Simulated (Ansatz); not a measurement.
Reaction (formal exchange of groups at the Si–Si bond): `[SiH3][SiH]1BC1` + `OC(F)[SiH3]` → `OC(F)[SiH2][SiH3]` + `B1C[SiH2]1`

Program: Ansatz. Geometries: PBE0-D4/def2-TZVP. ΔE: electronic, gas phase. CCSD(T)/CBS is the MP2 limit (def2-TZVPP, def2-QZVPP) plus CCSD(T) − MP2 in def2-TZVPP, frozen cores. Each species was taken in one conformer, which may not be the lowest.

```json
{"level": "CCSD(T)/def2-TZVPP", "ΔE (kcal/mol)": "2.5"}
{"level": "MP2/def2-QZVPP", "ΔE (kcal/mol)": "2.9"}
```

**Question.** What does CCSD(T)/CBS give? (An estimate is asked.)

**Answer.** Computed: +2.5 kcal/mol. The listed levels differ from it by 0.0, 0.4 kcal/mol.

Largest T1 diagnostic among the species: 0.014.
